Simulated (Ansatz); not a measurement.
```yaml
crystal:
  periodic: [false, false, false]
  atoms:
    - {symbol: N, position_ang: [1.434642, 0.387539, 1.129518]}
    - {symbol: B, position_ang: [-0.935084, -0.412950, -0.721912]}
    - {symbol: Br, position_ang: [-4.457682, 1.978427, -0.704050]}
    - {symbol: Br, position_ang: [-0.444054, -3.360108, -3.675554]}
    - {symbol: H, position_ang: [3.285039, -0.843898, 1.166670]}
    - {symbol: H, position_ang: [1.177199, 1.956065, 2.662129]}
basis:
  gaussian: {orbitals: def2-SVP}
hamiltonian: {xc: {name: wB97M-V}, pseudopotentials: {relativity: none}}
accuracy: high
```

```sh
$ ansatz run in.yaml --threads 4 --pin off --events-out ev --progress --plain --max-ram 10444MiB
```

Shortened log:

```
Functional definition: wB97M-V
1735 factors; integrals over basis functions are off by at most 4.7e-9 eV
423 factors; integrals over basis functions are off by at most 1.4e-9 eV
mean field evaluation 1: about -142233.1035 eV, gradient 2.9e1 eV
mean field evaluation 2: about -141752.7658 eV, gradient 2.1e2 eV
mean field evaluation 4: about -142138.4651 eV, gradient 1.2e2 eV
mean field evaluation 8: about -142240.2642 eV, gradient 1.1e0 eV
mean field evaluation 16: about -142240.2953 eV, gradient 7.8e-4 eV
mean field -142240.29525678 eV, -5227.2344367518 hartree, gradient 3.7e-8 eV, S^2 0.000000; 6 other end points of the search recorded, 0 dependent functions left out
reference -142240.29526258 eV, -5227.2344369647 hartree; 42, 42 occupied and 60, 60 virtual orbitals, 1735 factors
Total energy: -142240.29526258 eV, -5227.2344369647 hartree
```

In this input the geometry is stretched to more than twice its size. The run converged. The result belongs to that input, not to the molecule as meant.
